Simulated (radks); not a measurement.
Species: I. Configuration: [Kr] 4d8 5s2 5p5 6p2 (not the ground configuration).

Method: Dirac Kohn-Sham, BLYP, spin-unpolarised, spherical densities, finite nucleus; open shells are shared between the two j in proportion to 2j + 1; Fermi nuclear charge, rms radius 4.75 fm; computed with a radial shooting solver on a logarithmic mesh with Libxc functionals.

Energy parts (eV):
total: -193607.797
kinetic: 205228.828
electron-nucleus: -469209.857
Hartree: 75294.677
exchange-correlation: -4921.445

Orbitals (lengths in bohr, moments of r in powers of bohr; r(max) is where P^2 peaks):
| orbital | occ. | eigenvalue (eV) | <r^4> | r(max) | <1/r> |
|---|---|---|---|---|---|
| 1s1/2 | 2 | -32993.53 | 2.642e-06 | 0.01754 | 56.84 |
| 2s1/2 | 2 | -5122.948 | 0.0004491 | 0.09926 | 13.26 |
| 2p1/2 | 2 | -4809.054 | 0.0002867 | 0.07612 | 13.25 |
| 2p3/2 | 4 | -4510.213 | 0.0003441 | 0.08092 | 12.22 |
| 3s1/2 | 2 | -1057.769 | 0.01931 | 0.2858 | 4.731 |
| 3p1/2 | 2 | -928.0056 | 0.01840 | 0.2722 | 4.643 |
| 3p3/2 | 4 | -871.7141 | 0.02118 | 0.2829 | 4.388 |
| 3d3/2 | 4 | -643.0739 | 0.01722 | 0.2297 | 4.244 |
| 3d5/2 | 6 | -631.2244 | 0.01800 | 0.2328 | 4.179 |
| 4s1/2 | 2 | -206.9815 | 0.5360 | 0.6776 | 1.924 |
| 4p1/2 | 2 | -161.2201 | 0.6565 | 0.6941 | 1.819 |
| 4p3/2 | 4 | -149.8540 | 0.7527 | 0.7176 | 1.738 |
| 4d3/2 | 3.2 | -75.6189 | 1.341 | 0.7603 | 1.508 |
| 4d5/2 | 4.8 | -73.7541 | 1.403 | 0.7683 | 1.488 |
| 5s1/2 | 2 | -30.9288 | 18.62 | 1.600 | 0.7436 |
| 5p1/2 | 1.66667 | -19.2246 | 33.14 | 1.774 | 0.6471 |
| 5p3/2 | 3.33333 | -17.6547 | 38.76 | 1.840 | 0.6193 |
| 6s1/2 | 0 | -3.9328 | 1029 | 4.191 | 0.2632 |
| 5d3/2 | 0 | -3.4124 | 365.5 | 2.627 | 0.3814 |
| 5d5/2 | 0 | -3.2995 | 390.3 | 2.665 | 0.3752 |
| 6p1/2 | 0.666667 | -1.9674 | 2799 | 5.332 | 0.2041 |
| 6p3/2 | 1.33333 | -1.8246 | 3217 | 5.525 | 0.1966 |

The highest occupied level is 6p3/2 at -1.825 eV. The configuration is held as typed, so some empty levels lie below it. The density falls to 0.001 e/bohr^3 at r = 5.75 bohr. The electron density at the nucleus is 2.492e+05 e/bohr^3.
